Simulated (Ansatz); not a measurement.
The same path of CH₈OSSi₂ (13 atoms, charge 0, multiplicity 1) was run 3 times with different band settings. Lost on the way: C1–H8. Made: O2–H8.

The calculation used RKS BHLYP-D4/def2-SVP in Ansatz.

Relaxed end points:

```xyz
13
Properties=species:S:1:pos:R:3
C -0.677 1.082 1.970
O -0.576 0.112 0.966
Si -0.018 0.358 -0.567
Si -0.086 -1.719 -1.624
S 1.984 1.148 -0.583
H -1.399 1.863 1.701
H 0.290 1.560 2.164
H -1.019 0.601 2.888
H -0.793 1.422 -1.250
H 0.283 -1.558 -3.050
H 0.900 -2.615 -0.972
H -1.434 -2.331 -1.537
H 2.565 0.042 -0.091
```

```xyz
13
Properties=species:S:1:pos:R:3
C -0.788 1.517 2.290
O -0.621 0.224 1.118
Si 0.021 0.382 -0.448
Si -0.112 -1.701 -1.513
S 2.040 1.067 -0.443
H -1.630 2.008 1.776
H 0.102 2.083 1.966
H -0.445 -0.522 1.686
H -0.776 1.465 -1.039
H 0.315 -1.558 -2.922
H 0.812 -2.623 -0.807
H -1.489 -2.243 -1.448
H 2.591 -0.133 -0.200
```

Common settings: spring 5.0 eV/Å²; optimiser quadratic models (default); start path through a guess of the saddle point; force threshold 0.05 eV/Å; iteration limit 60; end points relaxed.

| run | movable images | climbing image |
| --- | --- | --- |
| 1 | 5 | yes |
| 2 | 2 | yes |
| 3 | 6 | no |

Task: What does each run give, and how far can it be trusted?

Result: Run 1: converged after 56 iterations, highest image 4.151 eV above the first end. Neighbouring images differ by up to 2.2 eV, so the band resolves the path poorly. A vibrational analysis at the climbing image gives one clearly imaginary mode, 79i cm⁻¹: a first-order saddle point.
Run 2: converged after 18 iterations, highest image 4.189 eV above the first end. Neighbouring images differ by up to 4.1 eV, so the band resolves the path poorly. The order of the stationary point at the top wasn't checked. So few images can step over the top or miss a turn of the path.
Run 3: converged after 28 iterations, highest image 4.100 eV above the first end. Neighbouring images differ by up to 3.5 eV, so the band resolves the path poorly. No image climbed, so the highest image needn't sit at the top of the path.
The orbitals stay closed-shell, which can raise the energy where a bond breaks towards radicals; this wasn't checked here.
